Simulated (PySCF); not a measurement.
Compound: C₈H₉N.
Atom-mapped SMILES: `[H]/[N:2]=[CH:3]/[C@@H:4]1[C@H:5]2[C@H:6]([CH3:7])[C@:8]12[C:9]#[CH:10]`

Cartesian coordinates in Å at the PBE0-D3(BJ)/def2-SVP level; atoms count from 1:
```
atom  x, y, z in Å
H1     4.2096    0.7823   -0.2812
N2     3.5110    0.3429    0.3246
C3     2.3619    0.4172   -0.2058
C4     1.1717   -0.1445    0.4696
C5     0.0979   -0.7468   -0.3814
C6    -1.0544   -0.5982    0.5533
C7    -2.4583   -0.5796    0.0167
C8    -0.1453    0.5681    0.2643
C9    -0.4307    1.8571   -0.2492
C10   -0.6855    2.9698   -0.6626
H11    2.1612    0.8973   -1.1846
H12    1.3828   -0.5819    1.4560
H13    0.1160   -1.0027   -1.4401
H14   -0.9426   -1.0556    1.5491
H15   -3.1254   -0.0225    0.6914
H16   -2.8540   -1.6020   -0.0781
H17   -2.5021   -0.0978   -0.9713
H18   -0.9082    3.9538   -1.0303
```

NICS is the negative of the GIAO shielding at a point without a nucleus: at the ring centre (0) and 1 Å above and below it (1); zz is the component along the ring normal. Level: GIAO PBE0/pcSseg-1 (PySCF, non-relativistic, gas phase) on the PBE0-D3(BJ)/def2-SVP geometry, one conformer.

Ring bond lengths (Å), with Mayer bond orders in brackets: C4–C5 1.497 (0.90), C5–C8 1.485 (0.79), C8–C4 1.511 (0.95); C5–C6 1.491 (0.93), C6–C8 1.507 (0.97), C8–C5 1.485 (0.79).

Task: What do the NICS probes read (ppm)?

Result: 
```
    ring                                            type  NICS(0)  NICS(1), two faces  NICS(1)zz, two faces  rms pucker (Å)  centre to ring atoms, mean (Å)
C4–C5–C8  3-membered carbocycle; formal bonds all single    -45.0        -6.5 / -13.4         -20.3 / -20.9            0.00                            0.86
C5–C6–C8  3-membered carbocycle; formal bonds all single    -47.2        -13.4 / -7.3         -22.3 / -18.9            0.00                            0.86
```

Task: What do they say, and how far can they be read as aromaticity?

Result: 
- C4–C5–C8: mean NICS(1)zz -20.6 ppm, shielded. C4, C5, C8 have four or more neighbours, so the value isn't read as a sign of a π ring current. NICS(0) lies 35 ppm below the mean NICS(1).
- C5–C6–C8: mean NICS(1)zz -20.6 ppm, shielded. C5, C6, C8 have four or more neighbours, and the NICS criterion for π rings isn't applied. The two faces differ by 3.4 ppm, so no symmetry operation interchanges them. NICS(0) lies 37 ppm below the mean NICS(1).

Task: Give the inner angles of the rings and the Hirshfeld charges of the ring atoms.

Result: 
- C4–C5–C8: C4 59.2° (-0.028 e), C5 60.9° (-0.044 e), C8 59.9° (-0.002 e); sum 180.0° against 180° for a flat convex ring.
- C5–C6–C8: C5 60.8° (-0.044 e), C6 59.4° (-0.013 e), C8 59.8° (-0.002 e); sum 180.0° against 180° for a flat convex ring.

Task: How shielded are the nuclei of the rings and their hydrogens (means over atoms taken as equivalent)?

Result: 
| atoms | environment | σ isotropic (ppm) |
| --- | --- | --- |
| C4 | three-membered-ring carbon | 131.5 |
| C5 | sp3 carbon at a ring junction | 161.8 |
| C6 | three-membered-ring carbon | 141.9 |
| C8 | sp3 carbon at a ring junction | 174.1 |
| H12 | methine hydrogen | 29.54 |
| H13 | methine hydrogen | 29.37 |
| H14 | methine hydrogen | 30.19 |

Task: How do the values depend on the level or the medium?

Result: 
| level | NICS(0), C4–C5–C8 | mean NICS(1)zz, C4–C5–C8 | NICS(0), C5–C6–C8 | mean NICS(1)zz, C5–C6–C8 |
| --- | --- | --- | --- | --- |
| PBE0/pcSseg-1, gas | -45.0 | -20.6 | -47.2 | -20.6 |
| wB97X-D/pcSseg-1, gas | -45.2 | -20.7 | -47.4 | -20.7 |

The geometry is the same throughout.

Time: 36 s. Hardware: one thread of an x86-64 server, on a shared host. This is the whole shielding run at PBE0/pcSseg-1, SCF included.
